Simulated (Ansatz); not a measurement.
A structure relaxed at PBE0-D4/def2-SVP in Ansatz, charge 1, multiplicity 24:

Cartesian coordinates in Å:
```
Mn 1.545 0.609 -1.199
Mn 0.358 1.467 1.384
Mn -1.580 -0.034 1.963
Mn 0.467 -1.089 0.576
Mn -1.072 0.428 -0.635
Mn 0.283 -1.381 -2.089
```

Task: Give its formula and point group.

Result: Mn6⁺. Point group C2v (tolerance 0.1 Å).

Task: Summarise the bond lengths by kind (pairs closer than 1.2 times the sum of covalent radii, bridged metal pairs left out).

Result: 12 × Mn–Mn 2.48 to 2.97 Å.

The charge 1 multiplicity 24 is spin-contaminated (final ⟨S²⟩ up to 146.38, 143.75 for a pure state). Another isomer (multiplicity 24) lies 1.95 eV lower at PBE0-D4/def2-TZVP; other spin states weren't run for this one.
